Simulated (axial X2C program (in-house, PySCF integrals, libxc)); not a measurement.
# Spin–orbit effects down a group: molecules with As (ions), HF

All values come from calculations with an in-house all-electron X2C program for linear molecules (integrals from PySCF), spin-free (one-electron X2C) or two-component (2c: spin–orbit coupling with atomic mean-field Coulomb and Gaunt terms, which also bring small scalar terms), in Dyall basis sets with cores contracted in-house; open shells are unrestricted.

Basis sets: As dyall-cv3z, H dyall-v3z, Li dyall-cv3z, Na dyall-cv3z.

```json
{"molecule": "AsH⁺", "spin-free state": "M_S = 1/2, Λ = 1", "Re (Å)": "1.512", "ωe (cm⁻¹)": "2330.6", "De (eV)": "2.02", "2c state": "Ω = 1/2", "Re 2c (Å)": "1.512", "ωe 2c (cm⁻¹)": "2327.7", "De 2c (eV)": "n/a"}
{"molecule": "LiAs⁺", "spin-free state": "M_S = 3/2, Λ = 0", "Re (Å)": "2.789", "ωe (cm⁻¹)": "222.8", "De (eV)": "0.40", "2c state": "Ω = 3/2", "Re 2c (Å)": "2.788", "ωe 2c (cm⁻¹)": "223.3", "De 2c (eV)": "0.40"}
{"molecule": "NaAs⁺", "spin-free state": "M_S = 3/2, Λ = 0", "Re (Å)": "3.209", "ωe (cm⁻¹)": "102.7", "De (eV)": "0.23", "2c state": "Ω = 3/2", "Re 2c (Å)": "3.209", "ωe 2c (cm⁻¹)": "102.8", "De 2c (eV)": "0.23"}
```

Problem. Work out the shifts from the spin-free to the two-component result.

Solution. 

| molecule | 2c state | ΔRe (Å) | Δωe (cm⁻¹) | ΔDe (eV) |
| --- | --- | --- | --- | --- |
| AsH⁺ | Ω = 1/2 | 0.000 | -2.9 | n/a |
| LiAs⁺ | Ω = 3/2 | -0.001 | 0.5 | 0.00 |
| NaAs⁺ | Ω = 3/2 | 0.000 | 0.1 | 0.00 |

Shifts of one unit in the last digit are rounding.

Fragments in 2c: As+ + H, As + Li+, As + Na+. Each entry is the lowest single determinant of a limited PBE0 search at one distance. De goes to single-determinant-based atoms at the same level (for ions the charge split of lowest energy) and is withheld (n/a) where an atom does not fit its ground term or J level. Main or longest-lived isotopes. One determinant is a doubtful description, or other states lie close, for LiAs⁺, NaAs⁺; these need not be ground states, and all values refer to the states named. With several unpaired electrons the Ω given is that of one determinant, not necessarily of the lowest component.
